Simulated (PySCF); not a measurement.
(1-methylcyclobutyl)silane (C5H12Si), SMILES CC1([SiH3])CCC1. The structure is a stationary point at B3LYP-D3(BJ)/def2-SVP.

Computed equilibrium geometry at B3LYP-D3(BJ)/def2-SVP (PySCF confirms it by a frequency run) as Cartesian coordinates in Å, and its point group:
point group Cs.
```xyz
18

C      1.8760     0.4214     0.0000
C      0.4020     0.0217     0.0000
Si    -0.7150     1.5564     0.0000
C     -0.0372    -1.0147    -1.0864
C     -0.8031    -1.8068     0.0000
C     -0.0372    -1.0147     1.0864
H      2.1371     1.0180    -0.8903
H      2.5215    -0.4747     0.0000
H      2.1371     1.0180     0.8903
H     -2.1533     1.1528     0.0000
H     -0.4553     2.3872     1.2146
H     -0.4553     2.3872    -1.2146
H      0.8333    -1.5702    -1.4729
H     -0.6154    -0.6497    -1.9512
H     -1.8796    -1.5791     0.0000
H     -0.6816    -2.9001     0.0000
H     -0.6154    -0.6497     1.9512
H      0.8333    -1.5702     1.4729
```
Charge 0, spin multiplicity 1.
